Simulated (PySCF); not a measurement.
Species: C2H8BClS.
Atom-mapped SMILES: `[CH3:1][S+:2]([CH3:3])[BH2-:4][Cl:5]` (hydrogens: H6, H7, H8 on C1; H9, H10, H11 on C3; H12, H13 on B4)

Computed with PySCF 2.14.0, PBE0-D3(BJ)/def2-SVP geometry optimisation, gas phase.

**Question.** List the bond lengths, angles and torsions at this level.

**Answer.** 
| bond | length (Å) |
| --- | --- |
| C1–S2, S2–C3 | 1.799 |
| S2–B4 | 1.970 |
| B4–Cl5 | 1.849 |
| C1–H6 and 5 like bonds | 1.098 |
| B4–H12, B4–H13 | 1.215 |

Bonds in one row agree within 0.01 Å and their mean is given. A selection of angles:
| angle | degrees |
| --- | --- |
| S2–C1–H6 | 109.5 |
| S2–C1–H8 | 106.7 |
| H6–C1–H7 | 111.9 |
| H6–C1–H8 | 109.9 |
| C1–S2–C3 | 100.7 |
| C1–S2–B4 | 103.5 |
| S2–B4–Cl5 | 108.1 |
| S2–B4–H12 | 102.1 |
| Cl5–B4–H12 | 113.6 |
| H12–B4–H13 | 115.5 |

Torsions: C1–S2–B4–Cl5 52° (synclinal).

S2 (sulfur bonded to B and 2 C) is pyramidal (angles 103.5°, 103.5° and 100.7°, sum 307.7°, 0.80 Å off the plane of its three neighbours). Of the pairs four or more bonds apart, Cl5···H11 is among the closest relative to their van der Waals radii: 2.70 Å, 92 % of the sum of Bondi's values. B4 (four-coordinate boron) is distorted tetrahedral (angles from 102.1° to 115.5°).

Point group: Cs (tolerance 0.08 Å). Not checked by PBE0-D3(BJ)/def2-SVP frequencies. One conformer, not necessarily the lowest.
